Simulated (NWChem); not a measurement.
System: GeF₂, singlet; SMILES [F][Ge][F]

```xyz
3

Ge     0.0000     0.0000     0.4183
F     -1.3343     0.0000    -0.7437
F      1.3343     0.0000    -0.7437
```
Atoms are numbered in this order, from 1.

Computed with NWChem. Low-valent species are run as closed-shell singlets; no triplet was tried in these runs. The geometry was optimised at PBE-D3(BJ)/def2-SVP. B3LYP is NWChem's, with the RPA form of VWN correlation.

Task: Taking B3LYP/pcseg-2 as the yardstick, which of these has the fewest basis functions while keeping “highest occupied level (eV)” within 0.2 eV of it: B3LYP/pcseg-1; B3LYP/aug-pcseg-1; B3LYP/STO-3G; B3LYP/def2-SVP?

Result: B3LYP/pcseg-1 (a larger set in the list lies outside the tolerance).
| level | basis functions | highest occupied level (eV) |
|---|---|---|
| B3LYP/STO-3G | 28 | -3.04 |
| B3LYP/pcseg-1 | 55 | -8.86 |
| B3LYP/def2-SVP | 60 | -8.64 |
| B3LYP/aug-pcseg-1 | 82 | -9.01 |
| B3LYP/pcseg-2 | 103 | -8.91 |

The yardstick is one finite set, not the basis-set limit.
